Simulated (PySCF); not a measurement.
Computed with PySCF with CAM-B3LYP-D3(BJ)/def2-TZVP. Gas-phase values, no solvent. One relaxed conformer stands for a flexible species; it need not be the lowest. Delta-SCF ions had no search for a lower state. Excitations are Tamm–Dancoff values on a coarser integration grid. The basis has no diffuse functions, so Rydberg states are missing or too high.

Reference species (SMILES): `[F][Ga]([F])[F]` (neutral, multiplicity 1).

| Quantity | Value |
|---|---|
| HOMO–LUMO gap | 11.95 eV |
| S1 excitation (TDA) | 7.71 eV |
| vertical ionisation energy (Delta-SCF) | 14.85 eV |
| S1 oscillator strength | 0.000 |

Changed species: `[SH][Ga]([SH])[SH]` (3 of 3 F replaced by SH; the reference has 0 of 3 F replaced by SH).

Task: Predict the effect on the HOMO–LUMO gap, S1 excitation (TDA), vertical ionisation energy (Delta-SCF) and S1 oscillator strength.

Result: the HOMO–LUMO gap falls by 2.93 eV, to 9.02 eV; the S1 excitation (TDA) falls by 2.15 eV, to 5.56 eV; the vertical ionisation energy (Delta-SCF) decreases by 5.05 eV, to 9.80 eV; the S1 oscillator strength stays essentially unchanged.
